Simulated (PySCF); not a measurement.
## Calculated data, Al$_{2}$H$_{3}$, AlBH$_{2}$N

Computed with PySCF 2.14.0. Calculation on a computer-drawn molecule: vertical ionisation energy to the stated ion spin, frozen-core CCSD(T) at the basis limit and cheaper methods, single-reference cases, UHF for radicals, no spin-orbit; all values are single points at the evaluated structure, the first of each entry, which is the reference or a displaced copy of it and isn't optimised; the reference structure only sets the zero of the energies above reference; triples share is (T) over the correlation energy.

Common to all runs: diffuse functions no; basis cc-pV(n+d)Z; reference is the Hartree-Fock double-zeta minimum; best is HF at quadruple zeta + MP2 correlation extrapolated from triple and quadruple zeta + CCSD(T) minus MP2 at triple zeta; basis step is the size of the change from the same recipe one zeta lower.

(1) Al$_{2}$H$_{3}$

Evaluated structure:
```xyz
5
Al2H3
Al    -0.2035    -3.1231     1.0588
Al     1.2367    -1.5289    -0.4295
H     -1.1187    -2.7935     2.3842
H      0.5776    -0.8266    -1.6285
H      2.6650    -1.4806    -0.1914
```

Reference structure:
```xyz
5
Al2H3
Al    -0.2678    -3.1221     1.0505
Al     1.2049    -1.5195    -0.3771
H     -1.0998    -2.7972     2.3715
H      0.6067    -0.7967    -1.6572
H      2.7716    -1.4321    -0.1383
```

```
charge                                         : 0
multiplicity                                   : 2
ion multiplicity                               : 1
ionisation energy best                         : 6.923 eV
ionisation energy basis step                   : 0.03707 eV
energy above reference best                    : 4.363 kcal/mol
energy above reference basis step              : 0.1809 kcal/mol
total energy HF triple zeta                    : -485.5386 hartree
total energy CCSD(T) triple zeta               : -485.7180 hartree
total energy best                              : -485.7387 hartree
T1 diagnostic at triple zeta                   : 0.02612
D1 diagnostic at triple zeta                   : 0.08351
spin squared at triple zeta                    : 0.8022
ion T1 diagnostic at triple zeta               : 0.01263
ion D1 diagnostic at triple zeta               : 0.02671
triples share at triple zeta                   : 0.02622
basis functions triple zeta                    : 120
dipole magnitude HF at triple zeta             : 0.3284 debye
dipole magnitude CCSD unrelaxed at triple zeta : 0.2683 debye
dipole magnitude PBE at triple zeta            : 0.4776 debye
dipole magnitude r2SCAN at triple zeta         : 0.4503 debye
dipole magnitude B3LYP at triple zeta          : 0.4079 debye
dipole magnitude wB97X at triple zeta          : 0.2585 debye
```

Drawn bonds:
| atom | other atom | order |
| --- | --- | --- |
| 1 | 2 | 1 |
| 1 | 3 | 1 |
| 2 | 4 | 1 |
| 2 | 5 | 1 |

Triple zeta:
| method | ionisation energy (eV) | energy above reference (kcal/mol) |
| --- | --- | --- |
| HF | 6.559 | 4.445 |
| PBE | 7.021 | 4.706 |
| r2SCAN | 7.151 | 4.387 |
| B3LYP | 6.988 | 4.149 |
| wB97X | 6.905 | 4.194 |
| MP2 | 6.785 | 4.222 |
| CCSD | 6.857 | 4.297 |
| CCSD(T) | 6.891 | 4.313 |

(2) Al$_{2}$H$_{3}$

Evaluated structure:
```xyz
5
Al2H3
Al    -0.2702    -3.1228     1.0398
Al     1.2026    -1.5154    -0.3897
H     -1.1194    -2.7902     2.3779
H      0.5921    -0.7896    -1.6792
H      2.8706    -1.4282    -0.1376
```

Reference structure:
```xyz
5
Al2H3
Al    -0.2678    -3.1221     1.0505
Al     1.2049    -1.5195    -0.3771
H     -1.0998    -2.7972     2.3715
H      0.6067    -0.7967    -1.6572
H      2.7716    -1.4321    -0.1383
```

```
charge                                         : 0
multiplicity                                   : 2
ion multiplicity                               : 1
ionisation energy best                         : 7.089 eV
ionisation energy basis step                   : 0.03457 eV
energy above reference best                    : 1.473 kcal/mol
energy above reference basis step              : 0.04828 kcal/mol
total energy HF triple zeta                    : -485.5430 hartree
total energy CCSD(T) triple zeta               : -485.7226 hartree
total energy best                              : -485.7433 hartree
T1 diagnostic at triple zeta                   : 0.02562
D1 diagnostic at triple zeta                   : 0.07944
spin squared at triple zeta                    : 0.7995
ion T1 diagnostic at triple zeta               : 0.01432
ion D1 diagnostic at triple zeta               : 0.02974
triples share at triple zeta                   : 0.02687
basis functions triple zeta                    : 120
dipole magnitude HF at triple zeta             : 0.6461 debye
dipole magnitude CCSD unrelaxed at triple zeta : 0.7412 debye
dipole magnitude PBE at triple zeta            : 0.9765 debye
dipole magnitude r2SCAN at triple zeta         : 0.9834 debye
dipole magnitude B3LYP at triple zeta          : 0.9118 debye
dipole magnitude wB97X at triple zeta          : 0.6906 debye
```

Drawn bonds:
| atom | other atom | order |
| --- | --- | --- |
| 1 | 2 | 1 |
| 1 | 3 | 1 |
| 2 | 4 | 1 |
| 2 | 5 | 1 |

Triple zeta:
| method | ionisation energy (eV) | energy above reference (kcal/mol) |
| --- | --- | --- |
| HF | 6.759 | 1.662 |
| PBE | 7.162 | 0.8095 |
| r2SCAN | 7.305 | 1.312 |
| B3LYP | 7.151 | 1.435 |
| wB97X | 7.082 | 1.57 |
| MP2 | 6.966 | 1.722 |
| CCSD | 7.029 | 1.476 |
| CCSD(T) | 7.06 | 1.416 |

(3) AlBH$_{2}$N

Evaluated structure:
```xyz
5
AlBH2N
B      0.3987    -1.8317    -1.6182
N      1.0675    -1.2171    -2.5047
Al     1.9529    -0.4036    -3.6783
H     -0.2176    -2.3978    -0.8014
H      2.7624     0.3402    -4.7512
```

Reference structure:
```xyz
5
AlBH2N
B      0.3987    -1.8317    -1.6182
N      1.0675    -1.2171    -2.5047
Al     1.9529    -0.4036    -3.6783
H     -0.2176    -2.3978    -0.8014
H      2.7624     0.3402    -4.7512
```

```
charge                                    : 1
multiplicity                              : 1
ion multiplicity                          : 2
ionisation energy best                    : 17.19 eV
ionisation energy basis step              : 0.02605 eV
energy above reference best               : 0 kcal/mol
energy above reference basis step         : 0 kcal/mol
ionisation energy Koopmans at triple zeta : 17.51 eV
ionisation energy EOM CCSD at triple zeta : 17.04 eV
total energy HF triple zeta               : -322.0430 hartree
total energy CCSD(T) triple zeta          : -322.4071 hartree
total energy best                         : -322.4549 hartree
T1 diagnostic at triple zeta              : 0.01458
D1 diagnostic at triple zeta              : 0.03106
ion T1 diagnostic at triple zeta          : 0.01229
ion D1 diagnostic at triple zeta          : 0.02867
ion spin squared at triple zeta           : 0.7566
triples share at triple zeta              : 0.04261
basis functions triple zeta               : 127
```

Drawn bonds:
| atom | other atom | order |
| --- | --- | --- |
| 1 | 2 | 1 |
| 2 | 3 | 2 |
| 1 | 4 | 1 |
| 3 | 5 | 1 |

Triple zeta:
| method | ionisation energy (eV) | energy above reference (kcal/mol) |
| --- | --- | --- |
| HF | 15.31 | 0 |
| PBE | 17.24 | 0 |
| r2SCAN | 17.07 | 0 |
| B3LYP | 17.12 | 0 |
| wB97X | 16.98 | 0 |
| MP2 | 17.25 | 0 |
| CCSD | 16.88 | 0 |
| CCSD(T) | 17.06 | 0 |

(4) AlBH$_{2}$N

Evaluated structure:
```xyz
5
AlBH2N
B      0.4117    -1.8316    -1.6063
N      1.0774    -1.2287    -2.5104
Al     1.9543    -0.4063    -3.6712
H     -0.2287    -2.4082    -0.8058
H      2.7576     0.3374    -4.7523
```

Reference structure:
```xyz
5
AlBH2N
B      0.3987    -1.8317    -1.6182
N      1.0675    -1.2171    -2.5047
Al     1.9529    -0.4036    -3.6783
H     -0.2176    -2.3978    -0.8014
H      2.7624     0.3402    -4.7512
```

```
charge                                    : 1
multiplicity                              : 1
ion multiplicity                          : 2
ionisation energy best                    : 17.2 eV
ionisation energy basis step              : 0.02591 eV
energy above reference best               : 0.1617 kcal/mol
energy above reference basis step         : 0.02032 kcal/mol
ionisation energy Koopmans at triple zeta : 17.52 eV
ionisation energy EOM CCSD at triple zeta : 17.05 eV
total energy HF triple zeta               : -322.0428 hartree
total energy CCSD(T) triple zeta          : -322.4069 hartree
total energy best                         : -322.4546 hartree
T1 diagnostic at triple zeta              : 0.01468
D1 diagnostic at triple zeta              : 0.03137
ion T1 diagnostic at triple zeta          : 0.01238
ion D1 diagnostic at triple zeta          : 0.02887
ion spin squared at triple zeta           : 0.7566
triples share at triple zeta              : 0.04267
basis functions triple zeta               : 127
```

Drawn bonds:
| atom | other atom | order |
| --- | --- | --- |
| 1 | 2 | 1 |
| 2 | 3 | 2 |
| 1 | 4 | 1 |
| 3 | 5 | 1 |

Triple zeta:
| method | ionisation energy (eV) | energy above reference (kcal/mol) |
| --- | --- | --- |
| HF | 15.32 | 0.1612 |
| PBE | 17.24 | 0.1092 |
| r2SCAN | 17.08 | 0.1268 |
| B3LYP | 17.13 | 0.1683 |
| wB97X | 16.99 | 0.1194 |
| MP2 | 17.26 | 0.1562 |
| CCSD | 16.89 | 0.1399 |
| CCSD(T) | 17.07 | 0.1246 |
